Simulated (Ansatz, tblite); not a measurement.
Cost and result up the ladder for the cluster Ag2H2 (4 atoms). Total charge 0; singlet. Geometry: PBE0-D4/def2-TZVP.

```xyz
4

Ag    0.827   -1.850   -0.199
Ag   -0.339    0.615    0.059
H    -1.754    1.460    0.033
H     1.266   -0.225    0.107
```

Ansatz on 4 threads of Arm Neoverse V2 on a shared host; xTB runs through tblite on one thread. Times are rough, summed over both states, and most runs start from the orbitals of an earlier one. CCSD(T)/def2-TZVPP serves as the yardstick here, not as an exact answer. The other state is a triplet at its own geometry, which has other bonds, so the gap mixes isomer and spin.

In the def2 sets Ag takes a core potential; there is no spin–orbit coupling. The xTB rows come from tblite. LC-ωPBE has ω = 0.4 bohr⁻¹. Correlated methods freeze no core orbitals; core or outer-core shells of Ag are correlated, in sets that lack core-valence functions. In CCSD on the charge 0 triplet the largest single amplitude is 0.29, so its Hartree–Fock determinant may place the open shell otherwise than the density functionals do. The structure comes from a short search, and lower isomers may exist.

Correlated methods converge slowly with the basis.

xTB has no spin-polarisation term.

| level | functions | wall time |
| --- | --- | --- |
| GFN2-xTB | 20 | 0.003 s |
| GFN1-xTB | 22 | 0.005 s |
| LDA (SPW92)/def2-TZVP | 92 | 0.85 s |
| HF/def2-TZVP | 92 | 0.9 s |
| MP2/def2-TZVP | 92 | 1.1 s |
| PBE-D4/def2-TZVP | 92 | 1.4 s |
| CAM-B3LYP-D4/def2-TZVP | 92 | 1.9 s |
| BHLYP-D4/def2-TZVP | 92 | 2 s |
| PBE0-D4/def2-TZVP | 92 | 2.1 s |
| RPA@PBE/def2-TZVP | 92 | 2.6 s |
| LC-ωPBE/def2-TZVP | 92 | 3.1 s |
| r2SCAN-D4/def2-TZVP (with forces) | 92 | 3.6 s |
| CCSD(T)/def2-TZVPP | 140 | 75 s |

Problem. Estimate what each level gives for the triplet − singlet (eV).

Solution. 
```tsv
level	triplet − singlet (eV)	difference from CCSD(T)/def2-TZVPP (eV)
GFN2-xTB	2.62	0.68
GFN1-xTB	2.02	0.08
LDA (SPW92)/def2-TZVP	1.43	-0.50
HF/def2-TZVP	2.13	0.20
MP2/def2-TZVP	2.04	0.11
PBE-D4/def2-TZVP	1.45	-0.48
CAM-B3LYP-D4/def2-TZVP	1.89	-0.05
BHLYP-D4/def2-TZVP	1.92	-0.01
PBE0-D4/def2-TZVP	1.64	-0.29
RPA@PBE/def2-TZVP	1.67	-0.26
LC-ωPBE/def2-TZVP	2.06	0.13
r2SCAN-D4/def2-TZVP (with forces)	1.48	-0.45
CCSD(T)/def2-TZVPP	1.93	0.00
```
